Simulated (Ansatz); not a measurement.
`CCO[Si](O)(O)O` + `[CH3][Sn]([OH])([Cl])[Cl]` → `CC[O][Sn]([CH3])([Cl])[Cl]` + `O[Si](O)(O)O`  (substitution at a C–O bond)

Gas-phase electronic energies from Ansatz, PBE0-D4/def2-TZVP geometries. CCSD(T)/CBS is the MP2 limit (def2-TZVPP, def2-QZVPP) plus CCSD(T) − MP2 in def2-TZVPP, frozen cores. This one scheme is used for every species. DFT in def2-TZVPP. B3LYP here is the variant with VWN-RPA as its local correlation; programs differ in this. def2 core potentials past Kr. For Sn outer-core shells are correlated without core-valence functions, which leaves a few kJ/mol of doubt a bond. One conformer a species, not always the lowest.

`CCO[Si](O)(O)O`:

```xyz
15

C     1.589    1.227    0.926
C     0.265    1.364    0.214
O     0.109    0.351   -0.769
Si   -0.774   -0.996   -0.566
O    -0.383   -1.607    0.897
O    -2.392   -0.780   -0.540
O    -0.446   -1.963   -1.838
H     1.638    0.278    1.461
H     2.414    1.268    0.211
H     1.718    2.040    1.646
H    -0.560    1.330    0.935
H     0.204    2.325   -0.306
H    -1.013   -2.214    1.287
H    -2.823   -0.677   -1.390
H     0.454   -1.946   -2.167
```

`[CH3][Sn]([OH])([Cl])[Cl]`:

```xyz
9

C     1.284   -0.435   -0.686
Sn   -0.388    0.111    0.476
O    -1.819    0.736   -0.681
Cl   -1.223   -1.643    1.743
Cl    0.077    1.802    1.994
H     1.662    0.453   -1.191
H     2.048   -0.849   -0.031
H     0.970   -1.180   -1.416
H    -2.611    1.006   -0.208
```

`CC[O][Sn]([CH3])([Cl])[Cl]`:

```xyz
15

C     2.328   -0.225    0.632
C     1.634   -0.235   -0.710
O     0.284   -0.662   -0.636
Sn   -1.104    0.353    0.263
C    -2.995   -0.167   -0.515
Cl   -1.009   -0.053    2.548
Cl   -0.573    2.597   -0.014
H     3.384    0.032    0.509
H     1.884    0.514    1.305
H     2.262   -1.205    1.109
H     2.129   -0.940   -1.386
H     1.697    0.757   -1.174
H    -3.093   -1.251   -0.483
H    -3.767    0.298    0.096
H    -3.060    0.187   -1.543
```

`O[Si](O)(O)O`:

Cartesian coordinates in Å:
```
O 0.718 0.540 1.361
Si 0.000 0.000 0.000
O 0.563 0.929 -1.216
O -1.626 0.122 -0.043
O 0.345 -1.591 -0.102
H 0.856 1.486 1.427
H 0.046 0.939 -2.023
H -2.119 -0.565 0.407
H 1.217 -1.860 0.189
```

```csv
level,ΔE (kJ/mol),difference from CCSD(T)/CBS
PBE-D4,-1.3,2.5
B3LYP-D4,0.1,3.9
B2PLYP,0.7,4.5
PBE,0.8,4.6
r2SCAN,-0.4,3.4
HF/def2-TZVPP,6.6,10.4
SCS-MP2/def2-TZVPP,-1.9,1.9
HF/CBS(def2),6.9,10.7
MP2/CBS(def2),-5.5,-1.7
CCSD/CBS(def2),-2.0,1.8
CCSD(T)/CBS,-3.8,0
```

Largest T1 diagnostic among the species: 0.012.

In def2-TZVPP, CCSD(T) changes the Hartree–Fock value by −9.2 kJ/mol (the triples alone add −1.7 kJ/mol) and MP2 by −10.9 kJ/mol. The D4 term adds −3.5 kJ/mol with B3LYP and −2.0 kJ/mol with PBE0; it sums over pairs of atoms, weighted by their polarisabilities, and B3LYP, whose exchange is more repulsive, gets the larger term.
